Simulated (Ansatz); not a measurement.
```xyz
5

F     1.804   -0.779    0.283
Zr    0.101   -0.044    0.016
Br   -0.441    1.453    1.911
Br    0.096    1.243   -2.099
Br   -1.561   -1.874   -0.111
```

The species carries charge 0 and has multiplicity 1. Zr takes the def2 core potential.

Task: List the r2SCAN/def2-TZVPP orbital energies in eV (the Gaussian-basis code of Ansatz). (Best estimate.)

Result: Ansatz gave: Occupied: -13122.42, -13122.42, -13122.42, -1695.65, -1695.65, -1695.65, -1526.38, -1526.38, -1526.38, -1526.36, -1526.36, -1526.36, -1526.36, -1526.36, -1526.36, -666.84, -235.30, -235.30, -235.30, -175.42, -175.42, -175.42, -175.37, -175.37, -175.37, -175.37, -175.37, -175.37, -69.29, -69.29, -69.29, -69.27, -69.27, -69.27, -69.27, -69.27, -69.27, -69.22, -69.22, -69.22, -69.22, -69.22, -69.22, -58.60, -36.11, -35.32, -35.32, -30.25, -20.34, -20.17, -20.17, -11.91, -11.46, -11.46, -9.70, -9.38, -9.38, -8.80, -8.80, -8.56, -8.25, -8.25, -8.02. Lowest empty: -3.28, -3.28, -2.42, -2.42, -1.94, -0.53, 1.01, 1.01.
